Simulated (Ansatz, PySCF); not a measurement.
C2Si, SMILES [C]1[C][Si]1 (connectivity only; charge and spin as stated), neutral, multiplicity 1.

Coordinates come from a ωB97X-D3(BJ)/def2-TZVP optimisation.

Vertical ionisation energy (IE) and electron affinity (EA) in eV. Rows of orbital energies are one-electron estimates. Where ΔSCF, EOM or ADC give a negative EA the extra electron is unbound and the value depends on the basis.

```csv
level,IE,EA
"−ε(HOMO), −ε(LUMO), PBE0/def2-TZVPD (PySCF)",7.56,3.35
"−ε(HOMO), −ε(LUMO), PBE/def2-TZVPD (PySCF)",6.27,4.22
ADC(2)/aug-cc-pVDZ (PySCF),9.19,1.20
"ΔSCF, PBE0/def2-TZVPD (Ansatz), final states of multiplicity 2 and 2",9.84,1.31
"ΔSCF, PBE/def2-TZVPD (Ansatz), final states of multiplicity 2 and 2",9.69,1.26
```

**Question.** What vertical singlet–triplet gap does ΔSCF give with PBE0/def2-TZVPD (Ansatz, a program for electronic structure) and with PBE/def2-TZVPD (Ansatz)? (Estimate from the structure and the level; the computed values follow.)

**Answer.** 1.66 and 1.60 eV (triplet above singlet where positive).

**Question.** Beyond the first one, list the lowest photoelectron lines from PySCF 2.14.0 with ADC(2)/aug-cc-pVDZ with their pole strengths (two spins summed). (An estimate is asked for; the answer gives what the named calculation found.)

**Answer.** 11.01 eV (1.80), 11.99 eV (1.76), 13.19 eV (1.65), 15.66 eV (1.69).
